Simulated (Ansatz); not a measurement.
`Cl[BH][ZnH]` + `BS` → `B[S][ZnH]` + `BCl` at 400 K and 1 bar (cleavage of the Zn–B bond).

Gas-phase electronic energies from Ansatz, PBE0-D4/def2-TZVP geometries. CCSD(T)/CBS adds triple-zeta CCSD(T) − MP2 to the extrapolated MP2 energy (def2 sets, frozen cores). This one scheme is used for every species. For Zn outer-core shells are correlated without core-valence functions, which leaves a few kJ/mol of doubt a bond. Scalar relativity is left out up to krypton.

| species | CCSD(T)/CBS energy (Eh) | H − E (kJ/mol) | S (J/(mol·K)) |
| --- | --- | --- | --- |
| `Cl[BH][ZnH]` | -2264.14522 | 72.3 | 319.6 |
| `BS` | -424.38198 | 95.9 | 260.4 |
| `B[S][ZnH]` | -2202.78318 | 99.3 | 329.5 |
| `BCl` | -485.78909 | 70.2 | 247.0 |

H − E and S are ideal-gas, rigid-rotor, harmonic terms from PBE0-D4/def2-TZVP. 1 Eh = 2625.50 kJ/mol, R = 8.31446 J/(mol·K).

**Question.** By hand: ΔE, ΔH, ΔS and ΔG.

**Answer.** ΔE = (-2202.78318) + (-485.78909) − (-2264.14522) − (-424.38198) = -0.04507 Eh = -118.3 kJ/mol. Δ(H − E) = 99.3 + 70.2 − 72.3 − 95.9 = 1.3, so ΔH = -117.0 kJ/mol. ΔS = 329.5 + 247.0 − 319.6 − 260.4 = -3.5 J/(mol·K). ΔG = -117.0 − 400 × (-3.5)/1000 = -115.6 kJ/mol.

**Question.** By hand: the equilibrium constant, and the temperature at which ΔG would vanish if ΔH and ΔS stayed fixed.

**Answer.** log₁₀ K = −ΔG/(RT ln 10) = 15.1. ΔG = 0 at ΔH/ΔS = 33429 K, far beyond where these terms or the molecules hold.

The number of gas molecules stays the same, so ΔS is small and ΔH decides. A doubt of 5 kJ/mol in ΔE shifts log₁₀ K by 0.7 here. These are equilibria of isolated gas molecules and say nothing of rates. Largest T1 diagnostic: 0.017 (customary marks: 0.02 for closed shells, 0.045 for open ones).
